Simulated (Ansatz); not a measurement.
Mulliken charges of CH4OZn (`[CH3][Zn][OH]`) from r2SCAN/def2-TZVPP in Ansatz (PBE0-D4/def2-TZVP geometry).

| atom | x (Å) | y (Å) | z (Å) | charge (e) |
| --- | --- | --- | --- | --- |
| C1 | -0.984 | 0.656 | -0.330 | -0.367 |
| Zn2 | 0.573 | -0.401 | 0.047 | 0.447 |
| O3 | 2.029 | -1.400 | 0.276 | -0.523 |
| H4 | -1.756 | 0.048 | -0.806 | 0.084 |
| H5 | -0.735 | 1.482 | -1.000 | 0.084 |
| H6 | -1.397 | 1.075 | 0.590 | 0.081 |
| H7 | 2.330 | -1.528 | 1.176 | 0.194 |

Q: By hand: the dipole of these point charges (1 e Å = 4.8032 D).

A: Σ q r = (-0.314, 0.231, 0.122) e Å, of length 0.408 e Å = 1.96 D.

Q: How does the dipole of the full density compare? (Estimate.)

A: The calculation gave: (-0.237, 0.185, 0.209) e Å, 1.76 D; the point charges give 1.11 times that, at 17° from its direction.

Point charges leave out the atoms' own dipoles, such as those of lone pairs, and Mulliken's split depends on the basis, so the close match here is no proof of good charges.
